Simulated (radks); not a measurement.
Sm6+, 56 electrons, occupied as [Kr] 4d10 4f4 5s2 5p4. Calculated with a radial shooting solver on a logarithmic mesh with Libxc functionals: Dirac Kohn-Sham, PBE, spin-unpolarised, spherical densities, finite nucleus; open shells fill j = l - 1/2 first; Fermi nuclear charge, rms radius 5.0819 fm.

Spin-orbit splittings of the eigenvalues, e(l+1/2) - e(l-1/2), with zeta = 2 splitting/(2l+1) and mean radii in bohr:

shell  occ.  splitting (eV)  zeta (eV)  <r> j=l-1/2  <r> j=l+1/2
2p        6           602.8      401.9      0.08073      0.08736
3p        6           122.0      81.36       0.2442       0.2569
3d       10           26.49      10.60       0.2286       0.2326
4p        6               ?          ?       0.5903       0.6184
4d       10           4.909      1.964       0.6563       0.6660
4f        4          0.6844     0.1956       0.8150       0.8213
5p        4           4.864      3.242        1.415        1.476

Estimate the 4p splitting.

Answer. 27.11 eV (zeta = 18.07 eV).
